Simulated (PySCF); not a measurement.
# Cu(OH)2: what the settings change

Cu(OH)2: Cu(II) (d9), charge 0. The structure is a PBE0-D3(BJ)/def2-TZVP geometry optimised for multiplicity 2; coordination linear, point group C2h, metal–donor distances 1.74 Å.

```
5

Cu    0.0000    0.0000    0.0000
O     0.0000    0.0000    1.7414
H    -0.8606    0.0000    2.1692
O     0.0000    0.0000   -1.7414
H     0.8606    0.0000   -2.1692
```

Method (PySCF 2.14, density fitting): CASSCF(9,5) with orbitals averaged over all microstates of the shell, strongly contracted NEVPT2 on the averaged canonical orbitals; basis x2c-TZVPall on the metal, x2c-SVPall elsewhere; spin-free X2C; gas phase; spin-orbit coupling by state interaction with the mean-field operator over all roots.

Base run: NEVPT2 ground state 2Ag, next 2Bg at 532, then 2Ag at 5068 cm⁻¹, ζ 792 cm⁻¹, μeff(300 K) 2.71 μB.

Q: What happens with the basis x2c-TZVPall on all atoms?

A: NEVPT2 ground state 2Ag, next 2Bg at 610, then 2Ag at 5032 cm⁻¹, ζ 792 cm⁻¹, μeff(300 K) 2.70 μB. It took 2.2 s against 1.6 s on a shared host of the same kind.

No frequencies were computed for the optimised geometry. NEVPT2 lifts 2Bg from 7737 to 10612 cm⁻¹; on the d shell alone such lifts tend to overshoot.
